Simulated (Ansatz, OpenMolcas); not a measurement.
**Worked example: SiHCl3 → SiCl3 + H**

Species: SiHCl3 (trichlorosilane) `Cl[SiH](Cl)Cl`, singlet; SiCl3 `Cl[Si](Cl)Cl`, doublet; H atom, doublet. 

Shapes, held fixed at every level: PBE0-D4/def2-TZVP. Programs: Ansatz 0.2.0, OpenMolcas 26.06. The zero-point and thermal change to 298 K, harmonic and unscaled (PBE0-D4/def2-TZVP), is -17.9 kJ/mol.

At CCSD(T)/CBS estimate; 1 Eh = 2625.50 kJ/mol:

| species | energy (Eh) |
| --- | --- |
| SiHCl3 | -1669.167356 |
| SiCl3 | -1668.511226 |
| H | -0.500000 |

Task: Work out ΔH(298 K) of the reaction at this level.

Result: 
1. Products less reactants: (-1668.511226) + (-0.500000) − [(-1669.167356)] = 0.156130 Eh = +409.9 kJ/mol.
2. With the thermal change: +409.9 + (-17.9) = +392.0 kJ/mol.

Other levels give +354.7 (PBE-D4/def2-TZVPP) to +393.8 kJ/mol (SPW92/def2-TZVPP). No measured value is set beside it here. Open shells run unrestricted unless RO is named. The CBS estimate extrapolates MP2 from def2-TZVPP and def2-QZVPP and adds CCSD(T) − MP2 in the triple-zeta set, cores frozen.
